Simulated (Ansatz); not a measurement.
A nudged elastic band was laid between two geometries of ClF₂H₅N₂Zr (11 atoms, charge 0, multiplicity 1).

Method: Ansatz 0.2.0, RKS B3LYP-D4/def2-SVP.

- movable images: 5
- climbing image: yes
- spring: 5.0 eV/Å²
- optimiser: quadratic models (default)
- start path: through a guess of the saddle point
- force threshold: 0.05 eV/Å
- iteration limit: 60
- end points: relaxed

Initial state:

```xyz
11
Properties=species:S:1:pos:R:3
Zr -0.148 0.043 0.023
F 0.389 0.126 1.877
F 1.529 -0.072 -0.901
Cl -1.120 2.051 -0.900
N -0.855 -1.742 -0.667
H -1.696 -2.269 -0.442
H -0.304 -2.287 -1.331
N -2.314 -0.022 1.183
H -3.120 -0.105 0.558
H -2.434 0.858 1.689
H -2.382 -0.771 1.877
```

Final state:

```xyz
11
Properties=species:S:1:pos:R:3
Zr -0.255 -0.046 -0.016
F 0.375 -0.306 1.793
F 1.476 0.347 -0.762
Cl -1.423 1.755 -1.147
N -0.817 -1.839 -0.780
H -1.174 -1.987 -1.725
H -0.555 -2.747 -0.393
N -2.285 0.131 1.338
H -3.133 0.125 0.769
H -2.306 1.005 1.869
H -2.358 -0.628 2.019
```

Question: What changes between the two ends?

Answer: No bond is made or broken.

Question: What energy profile does the band end with?

Answer: It converged. The highest image is number 4 of 0 to 6, 1.6 kcal/mol above the first end and 0.4 kcal/mol above the last; the last end lies 1.3 kcal/mol above the first. A vibrational analysis at the climbing image gives one clearly imaginary mode, 115i cm⁻¹: a first-order saddle point.

```csv
image,path coordinate (Å),energy (kcal/mol)
0,0.00,0.0
1,0.35,0.3
2,0.71,0.9
3,1.06,1.4
4,1.41,1.6
5,1.86,1.4
6,2.31,1.3
```

Question: What is the geometry of the highest image?

Answer: 
```xyz
11
Properties=species:S:1:pos:R:3:forces:R:3
Zr -0.232 -0.002 -0.035 0.00 0.00 -0.01
F 0.430 -0.134 1.777 0.00 0.00 0.00
F 1.517 0.174 -0.817 0.00 0.00 0.00
Cl -1.329 1.896 -1.047 0.00 0.00 0.00
N -0.855 -1.800 -0.752 0.01 -0.02 0.00
H -1.663 -1.993 -1.344 -0.01 0.01 0.00
H -0.264 -2.632 -0.746 0.00 0.00 0.00
N -2.284 0.067 1.312 0.01 -0.01 0.01
H -3.148 -0.103 0.794 0.00 0.01 0.00
H -2.398 0.974 1.771 0.00 0.00 0.00
H -2.227 -0.635 2.053 0.00 0.00 -0.01
```

Question: What are the harmonic wavenumbers there?

Answer: 115i, 71, 100, 131, 139, 156, 164, 185, 211, 304, 363, 452, 471, 549, 566, 641, 654, 663, 1203, 1501, 1621, 1630, 3457, 3514, 3570, 3579, 3599 cm⁻¹.

Time of the run: 6.8 min on 4 threads of Intel(R) Xeon(R) Platinum 8259CL CPU @ 2.50GHz (Skylake/Cascade Lake), with other jobs on the host, peak memory 0.39 GiB.
